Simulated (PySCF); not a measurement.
Ligand exchange on a metal centre used in film growth or etching (Zr NH2-H). All species are isolated molecules in the gas phase. One relaxed conformer stands for each flexible species; it need not be the lowest.

Method: B3LYP-D3(BJ)/def2-TZVP // BP86-D3(BJ)/def2-SVP run with PySCF 2.14.0. B3LYP has the VWN-RPA correlation part, as in Gaussian. 

```json
[
 {"species": "0 of 4 NH2 replaced by H ([Zr(NH2)4])", "charge on the central atom (Mulliken) (e)": "1.70", "HOMO (eV)": "-6.46", "LUMO (eV)": "-0.33", "coordination number": "4", "mean distance from the central atom to its bonded neighbours (Å)": "2.060"},
 {"species": "1 of 4 NH2 replaced by H", "charge on the central atom (Mulliken) (e)": "___", "HOMO (eV)": "-6.84", "LUMO (eV)": "-0.38", "coordination number": "4", "mean distance from the central atom to its bonded neighbours (Å)": "2.002"},
 {"species": "2 of 4 NH2 replaced by H ([Zr(NH2)2(H)2])", "charge on the central atom (Mulliken) (e)": "1.16", "HOMO (eV)": "-7.21", "LUMO (eV)": "-1.56", "coordination number": "___", "mean distance from the central atom to its bonded neighbours (Å)": "1.953"},
 {"species": "3 of 4 NH2 replaced by H", "charge on the central atom (Mulliken) (e)": "0.95", "HOMO (eV)": "___", "LUMO (eV)": "___", "coordination number": "4", "mean distance from the central atom to its bonded neighbours (Å)": "1.904"},
 {"species": "4 of 4 NH2 replaced by H ([Zr(H)4])", "charge on the central atom (Mulliken) (e)": "___", "HOMO (eV)": "___", "LUMO (eV)": "-2.76", "coordination number": "4", "mean distance from the central atom to its bonded neighbours (Å)": "1.855"}
]
```

Problem. Complete the blanks.

Solution. 
- 1 of 4 NH2 replaced by H, charge on the central atom (Mulliken) (e): 1.40
- 2 of 4 NH2 replaced by H ([Zr(NH2)2(H)2]), coordination number: 4
- 3 of 4 NH2 replaced by H, HOMO (eV): -7.70
- 3 of 4 NH2 replaced by H, LUMO (eV): -2.21
- 4 of 4 NH2 replaced by H ([Zr(H)4]), charge on the central atom (Mulliken) (e): 0.79
- 4 of 4 NH2 replaced by H ([Zr(H)4]), HOMO (eV): -8.34
